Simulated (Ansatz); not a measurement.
The Ga1–Cl2 bond of GaCl is stretched (multiplicity 1).


Frozen-core correlation. Filled d and f shells under p-block atoms count as core.

Codes used: Ansatz (Gaussian basis) for Hartree–Fock, density functionals and correlated methods. 

FIC-MRCISD+Q on CASSCF(10,8)/def2-TZVPP, total energies (hartree):

```tsv
R (Å)	CASSCF	MRCISD	weight c² of the reference
2.239	-2382.874317	-2383.088327	0.92013
3.918	-2382.763902	-2382.974098	0.91983
8.956	-2382.714286	-2382.916247	0.91735
```

Question: Add the Davidson correction (E_MRCISD − E_CASSCF)(1 − c²)/c² and give the energies above the first point at the three levels.

Answer: 
Corrections (hartree): -0.018578, -0.018321, -0.018196. Above the first point (kcal/mol):
- R = 3.918 Å: CASSCF 69.3, MRCISD 71.7, with the correction 71.8
- R = 8.956 Å: CASSCF 100.4, MRCISD 108.0, with the correction 108.2

Ansatz is an electronic-structure program.
